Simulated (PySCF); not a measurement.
C₂H₉BO₂SSi.
Atom-mapped SMILES: `[CH3:1][O:2][B:3]([O:4][CH3:5])[S:6][SiH3:7]` (hydrogens: H8, H9, H10 on C1; H11, H12, H13 on C5; H14, H15, H16 on Si7)

Torsions of this conformer, `[CH3:1][O:2][B:3]([O:4][CH3:5])[S:6][SiH3:7]`: C1–O2–B3–O4 1°, O2–B3–O4–C5 -179°, O2–B3–S6–Si7 2°.

The closed-shell ground state was solved at several levels (PySCF, density fitting, gas phase, non-relativistic). Geometry: PBE0-D3(BJ)/def2-SVP, one conformer, isolated molecule.

```csv
level,basis functions,HOMO (eV),LUMO (eV),gap (eV),dipole (D)
PBE0/pcSseg-1,178,-7.34,0.46,7.80,2.13
CAM-B3LYP/def2-SVPD,229,-8.63,0.81,9.44,1.93
```

Problem. Estimate the row for CAM-B3LYP/pcSseg-1, a basis of 178 functions; the other rows only guide the guess.

Solution. HOMO -8.59 eV, LUMO 1.54 eV, gap 10.13 eV, dipole 2.12 D.

Problem. Over all these levels, which gives the widest orbital gap and which the narrowest?

Solution. CAM-B3LYP/pcSseg-1 (range-separated hybrid) has the widest, 10.13 eV, and PBE0/pcSseg-1 (global hybrid, 25 % exact exchange) the narrowest, 7.80 eV. The two share the basis. From the narrowest to the widest the HOMO moves by -1.25 eV and the LUMO by +1.08 eV.

Problem. How far do the dipole and the HOMO energy spread over the levels?

Solution. The dipole runs from 1.93 to 2.13 D (mean 2.06 D) and the HOMO from -8.63 to -7.34 eV.
